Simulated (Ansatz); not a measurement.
Reaction (ligand exchange at the Si–O bond): `CO[SiH](C)O` + `O[SiH](O)O` → `C[SiH](O)O[SiH](O)O` + CH₃OH

Gas-phase electronic energies from Ansatz, PBE0-D4/def2-TZVP geometries. CCSD(T)/CBS adds triple-zeta CCSD(T) − MP2 to the extrapolated MP2 energy (def2 sets, frozen cores). This one scheme is used for every species. DFT in def2-TZVPP. Each species was taken in one conformer, which may not be the lowest.

| level | ΔE (kcal/mol) | difference from CCSD(T)/CBS |
| --- | --- | --- |
| PBE-D4 | -5.0 | 0.8 |
| ωB97M-V | -5.5 | 0.3 |
| r2SCAN | -5.3 | 0.5 |
| PBE0 | -4.9 | 0.9 |
| SCS-MP2/def2-TZVPP | -5.4 | 0.4 |
| CCSD/def2-TZVPP | -5.8 | 0.0 |
| CCSD(T)/def2-TZVPP | -5.7 | 0.1 |
| HF/def2-QZVPP | -6.0 | -0.2 |
| SCS-MP2/def2-QZVPP | -5.5 | 0.3 |
| CCSD/CBS(def2) | -5.8 | 0.0 |
| CCSD(T)/CBS | -5.8 | 0 |

Largest T1 diagnostic among the species: 0.011.

The D4 term adds −1.2 kcal/mol with B3LYP and −0.8 kcal/mol with PBE0; it sums over pairs of atoms, weighted by their polarisabilities, and B3LYP, whose exchange is more repulsive, gets the larger term.

B3LYP here is the variant with VWN-RPA as its local correlation; programs differ in this.
